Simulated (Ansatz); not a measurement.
Spin states of HNbO (SMILES [OH][Nb]), each relaxed at B3LYP-D3(BJ)/def2-TZVP; lowest solutions found, singlets restricted, no spin–orbit coupling, no relativity up to Kr.
Multiplicity 5 (charge 0, multiplicity 5):
```json
[
 {"atom": "Nb", "x (Å)": "-0.9691", "y (Å)": "-0.7059", "z (Å)": "-0.8904"},
 {"atom": "O", "x (Å)": "0.3378", "y (Å)": "-0.0863", "z (Å)": "0.3594"},
 {"atom": "H", "x (Å)": "0.5982", "y (Å)": "0.8396", "z (Å)": "0.4607"}
]
```
Multiplicity 1 (charge 0, multiplicity 1):
```json
[
 {"atom": "Nb", "x (Å)": "-0.9581", "y (Å)": "-0.8349", "z (Å)": "-0.8552"},
 {"atom": "O", "x (Å)": "0.1654", "y (Å)": "0.1702", "z (Å)": "0.1323"},
 {"atom": "H", "x (Å)": "0.7596", "y (Å)": "0.7121", "z (Å)": "0.6526"}
]
```

Codes used: Ansatz (Gaussian orbitals). Values without a source in brackets are computed. In def2 rows elements past Kr take small-core potentials, without spin–orbit coupling.

The energy of multiplicity 1 less that of multiplicity 5 (kcal/mol) and the share of exact exchange:

```json
[
 {"functional": "PBE/def2-TZVPP", "exact exchange (%)": "0", "value": "34.66"},
 {"functional": "PBE0/def2-TZVPP", "exact exchange (%)": "25", "value": "38.31"},
 {"functional": "BLYP/def2-TZVPP", "exact exchange (%)": "0", "value": "24.64"},
 {"functional": "B3LYP/def2-TZVPP", "exact exchange (%)": "20", "value": "27.24"},
 {"functional": "BHLYP/def2-TZVPP", "exact exchange (%)": "50", "value": "30.06"},
 {"functional": "r2SCAN/def2-TZVPP", "exact exchange (%)": "0", "value": "44.55"},
 {"functional": "r2SCANh/def2-TZVPP", "exact exchange (%)": "10", "value": "45.12"}
]
```

Question: Take the value as linear in the share of exact exchange along PBE and PBE0. Give the slope, say whether the sign turns, and set the other functionals against that line.

Answer: 
Slope: (38.31 − (34.66))/2.5 = 1.46 kcal/mol for each 10 %. The line keeps its sign from 0 to 100 %. At 50 % it gives 42.0 kcal/mol. The LYP pair gives (30.06 − (24.64))/5 = 1.08 for each 10 %. BHLYP, at 50 %, lies -11.9 from the PBE line. B3LYP, at 20 %, lies -10.3 from the PBE line. r2SCAN, with none, stands 9.9 from PBE. The r2SCAN pair gives 0.56 for 10 %.

Ansatz is a program for electronic structure.
